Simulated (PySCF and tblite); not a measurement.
Results of a calculation; reference values are marked as such.
System: C6H8F2, numbered as in [F:1][C:2]1([F:3])[CH2:4][CH:5]=[CH:6][CH2:7][CH2:8]1.

For the inversion of the 6-membered ring (2–4–5–6–7–8): electronic barrier 4.93 kcal/mol, zero-point change -0.08 kcal/mol, thermal and entropy terms at 350 K a further 0.50 kcal/mol (symmetry numbers apart). The minimum is C1, the saddle C1. Geometries: GFN2-xTB; energies: PBE0/pcSseg-1 + D3(BJ), IEF-PCM dimethylsulfoxide; zero-point and thermal terms from GFN2-xTB harmonic modes (soft modes blended into free rotors). Rate constants are transition-state-theory values, counting equivalent paths, without tunnelling. Run with tblite and PySCF.

(1) How many equivalent paths lead out of the minimum?

(2) Work out the rate at 350 K.

## Answers

(1) 2: the symmetry number of the minimum is 1, that of the saddle displaced along its mode 1, and since the end is the start again or its mirror image, the same path run backwards is a second way out.

(2) ΔG‡ = 5.35 kcal/mol; k_B T/h = 7.3×10¹² s⁻¹; exp(−ΔG‡/RT) = 0.00046; times 2 gives k = 6.7×10⁹ s⁻¹. Wigner's tunnelling factor for the 112i cm⁻¹ mode would be 1.01.
